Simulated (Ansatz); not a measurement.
`[NH2][GaH][SiH2]O` + `O[SiH2][SiH3]` → `O[SiH2]O[SiH2][SiH3]` + `[NH2][GaH2]`  (cleavage of the Si–Ga bond)

Computed with Ansatz on PBE0-D4/def2-TZVP structures; ΔE is electronic, products minus reactants. CCSD(T)/CBS adds triple-zeta CCSD(T) − MP2 to the extrapolated MP2 energy (def2 sets, frozen cores). Functionals use def2-TZVPP. B3LYP here is the variant with VWN-RPA as its local correlation; programs differ in this. For Ga outer-core shells are correlated without core-valence functions, which leaves a few kJ/mol of doubt a bond. Scalar relativity is left out up to krypton. One conformer a species, not always the lowest.

(1) Is it downhill or uphill in electronic energy at CCSD(T)/CBS, and by how much? (Best estimate.)

(2) What do these levels give: PBE-D4, PBE0-D4, ωB97X-V, ωB97M-V, B2PLYP, PBE0, B3LYP, HF/def2-TZVPP, SCS-MP2/def2-TZVPP, CCSD/def2-TZVPP, MP2/def2-QZVPP, SCS-MP2/def2-QZVPP? (Best estimate.)

Largest T1 diagnostic among the species: 0.014.

Answers

(1) Ansatz gave: Downhill: ΔE = -124.2 kJ/mol.

(2) Ansatz gave: PBE-D4 -102.0, PBE0-D4 -111.5, ωB97X-V -125.5, ωB97M-V -128.0, B2PLYP -126.7, PBE0 -108.6, B3LYP -120.1, HF/def2-TZVPP -147.8, SCS-MP2/def2-TZVPP -134.2, CCSD/def2-TZVPP -128.8, MP2/def2-QZVPP -131.8, SCS-MP2/def2-QZVPP -134.4 kJ/mol.

From PBE to PBE0 (25 % exact exchange), in def2-TZVPP and without D4, ΔE moves by −9.8 kJ/mol. The D4 term adds −4.8 kJ/mol with B3LYP and −2.9 kJ/mol with PBE0; it sums over pairs of atoms, weighted by their polarisabilities, and B3LYP, whose exchange is more repulsive, gets the larger term.
